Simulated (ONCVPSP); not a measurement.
**N, ONCV: configuration errors across variants**

ONCVPSP 4.0.1 input, shortened (lines: element, Z, core and valence counts, functional; n l f; lmax; l rc ep ncon nbas qcut; lloc lpopt rc5 dvloc0; l nproj debl; icmod fcfact rcfact), PBEsol, scalar-relativistic:

```
  N 7.00    1    2  -116133      upf
    1    0    2.00
    2    0    2.00
    2    1    1.00
    2
    0    0.80    0.00    4    9    6.70
    1    1.85    0.00    5    9    6.40
    2    1.40    0.27    4    8    7.40
    4    5    0.65    2.00
    0    1    1.50
    1    2    2.80
    2    2    1.70
    3    5.25    1.70
```

All-electron excitation energies from the reference (eV): (1) 2s2 2p3 -42.258; (2) 2s2 2p2 -28.737; (3) 2s2 2p0 46.885; (4) 2s1 2p4 -30.824.

1 further variants failed, have other tests or another functional or relativity, and are left out.

Errors AE − PS in meV (a dash: test not solved or not reliable):

```tsv
change	(1)	(2)	(3)	(4)	bound ghosts	GHOST(+) flags above zero
base	+354	+147	+313	+571	none	none
d: rc 1.8	+354	+147	+313	+571	none	none
core correction Teter function, fcfact 5.25, rcfact 1.56	+359	+150	+327	+577	none	none
local potential polynomial inside 0.70 bohr (lpopt 5, dvloc0 -1 Ha)	+356	+147	+313	+571	none	none
s: qcut 6.2; p: qcut 6; d: qcut 6.9	+405	+167	+354	+650	none	none
d: qcut 8.3	+354	+147	+313	+571	none	none
d: ncon 3, nbas 7	+354	+147	+313	+571	none	none
```

Question: Give the same row for: p: rc 1.26.

Answer: +89, +39, +90, +141; bound ghosts: none; GHOST(+) flags above zero: none.
